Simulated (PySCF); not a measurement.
BClH, SMILES [BH]Cl, multiplicity 2. Atoms are numbered in the order given.

```xyz
3

B     -0.2035    -1.2186     0.0000
Cl     0.0189     0.4763     0.0000
H      0.6955    -2.0035     0.0000
```
Charge 0, spin multiplicity 2.

Coordinates come from a PBE0-D3(BJ)/def2-TZVPD optimisation. The isomer is the one that the SMILES or the coordinates give; other isomers of the formula were not compared.

Two levels are set side by side: PBE/pcH-1 (PySCF) and B3LYP/pcH-1 (PySCF). Contact hyperfine couplings, same geometry. Differences are taken from unrounded values.

```json
[
 {"quantity": "A(iso) of 11B, atom B1 (MHz)", "B3LYP": "514.4"},
 {"quantity": "A(iso) of 35Cl, atom Cl2 (MHz)", "B3LYP": "29.1"},
 {"quantity": "A(iso) of 1H, atom H3 (MHz)", "B3LYP": "130.9"}
]
```

Task: What does PBE give, and how far is it from B3LYP? (An estimate is asked for; the answer gives what the named calculation found.)

Result: 
| quantity | PBE | PBE minus B3LYP |
|---|---|---|
| A(iso) of 11B, atom B1 (MHz) | 485.8 | -28.5 |
| A(iso) of 35Cl, atom Cl2 (MHz) | 25.4 | -3.7 |
| A(iso) of 1H, atom H3 (MHz) | 118.1 | -12.8 |

Rough cost on one machine, each run with all the roots and properties that it gave: B3LYP against PBE within a factor of 2.
